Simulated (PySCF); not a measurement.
# Bond length, frequency and bond energy of VS by level of theory

State: ⁴Σ⁻ (quartet), unpaired electrons σ ↑, δ ↑↑. Set-up: V x2c-TZVPPall, S x2c-TZVPPall; spin-free X2C with a Gaussian nucleus (PySCF 2.14). De refers to V (3d3 4s2) + S in their high-spin ground configurations, without counterpoise correction. The functionals are run spin-unrestricted. A positive dipole means V(−)S(+). Levels whose curve was spin-contaminated or gave no clean fit are not listed.

```csv
Level,Re (Å),ωe (cm⁻¹),De (eV),μ (D)
ROHF,2.142,506,n/a,-9.79
ROHF-MP2,1.981,545,n/a,n/a
ROHF-SCS-MP2,2.020,518,n/a,n/a
ROHF-CCSD,2.047,567,3.60,n/a
ROHF-CCSD(T),2.048,557,4.16,n/a
LDA,2.011,578,n/a,-4.07
PBE,2.043,550,n/a,-4.40
revPBE,2.051,541,n/a,-4.51
BP86,2.042,551,n/a,-4.37
MN15,2.015,592,n/a,-5.65
```

**Question.** What does second-order correlation do here, going from ROHF to ROHF-MP2?

**Answer.** ROHF-MP2 less ROHF: -16.1 pm in Re, +7.7 % in ωe. Correlation nearly always deepens the well. The bond shortens, as in weak, metallic or heavy-atom bonds, where dispersion and the correlation of outer-core electrons pull the atoms together.

**Question.** What does the triples do here, going from ROHF-CCSD to ROHF-CCSD(T)?

**Answer.** ROHF-CCSD(T) less ROHF-CCSD: +0.1 pm in Re, -1.8 % in ωe, +0.56 eV in De. Correlation nearly always deepens the well. The bond length hardly moves.

Correlated steps freeze 10 core orbitals. De is left out where the level can put another filling of the metal’s s and d shells below the measured ground configuration, by anything from nothing to about 1 eV. The CCSD T1 diagnostic is raised, a sign that a single reference may not be enough here. UHF is strongly spin-contaminated for VS, so the ROHF reference used there is far from stable. With d or f electrons several states lie close, and the lowest PBE0 determinant need not be the measured ground state.

The whole job (state search and all levels along the bond) took about 30 min on 2 threads of Arm Neoverse V1 (shared host), peak memory 5.6 GiB.
